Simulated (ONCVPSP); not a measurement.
# PBEsol ONCV dataset for tantalum, scalar-relativistic all-electron reference.

```
Element                 : tantalum (Ta)
Generator               : ONCVPSP 4.0.1
Type                    : optimised norm-conserving Vanderbilt (ONCV)
Functional              : PBEsol
Relativity              : scalar-relativistic
Frozen core             : [Kr] 4d10 4f14
Valence charge          : 13
Reference configuration : 5s2 5p6 5d3 6s0.5 (charge +1.5)
Partial waves           : 5s+6s: rc 2.05 bohr, ncon 3, nbas 7, qcut 5.5 1/bohr, 2 projectors; 5p: rc 1.35 bohr, ncon 5, nbas 10, qcut 6.1 1/bohr, 2 projectors, debl 2.8 Ha; 5d: rc 3.05 bohr, ncon 4, nbas 8, qcut 5.8 1/bohr, 1 projector
Local potential         : polynomial inside 1.05 bohr (lpopt 2, dvloc0 0 Ha)
Core correction         : polynomial model core, fcfact 0.75
```

All-electron outer shells of the reference configuration (PBEsol, scalar-relativistic, ld1.x):

| shell | level (eV) | outermost node (bohr) | outermost maximum (bohr) |
| --- | --- | --- | --- |
| 5s | -84.30 | 0.54 | 0.98 |
| 5p | -50.70 | 0.58 | 1.13 |
| 4f | -36.00 | – | 0.44 |
| 6s | -14.96 | 1.32 | 2.61 |
| 5d | -14.33 | 0.65 | 1.56 |

Q: Does the generator finish with these settings?

A: Yes, a potential is produced and its reference levels are reproduced.

Q: Estimate the cutoffs (Ha) at which the residual kinetic energy of the hardest occupied pseudo-wave falls to 1 and 0.1 mHa per electron.

A: 108 Ha and 178 Ha.

Q: Does the potential have ghost states?

A: No bound ghost flagged; GHOST(+) flagged for s at 91.9 eV.

Q: Which valence shell sets the plane-wave cutoff?

A: 5p: 108 Ha for 1 mHa per electron, against 10 Ha for 5d.

Q: Tests: 5s2 5p6 5d3 6s2; 5s2 5p6 5d3 6s1; 5s2 5p6 5d3 6s0; 5s2 5p6 5d2 6s0. Which has the largest error in its energy relative to the reference configuration, and how large is it?

A: 5s2 5p6 5d2 6s0, with -12 meV (all-electron minus pseudo) on +31.94 eV.
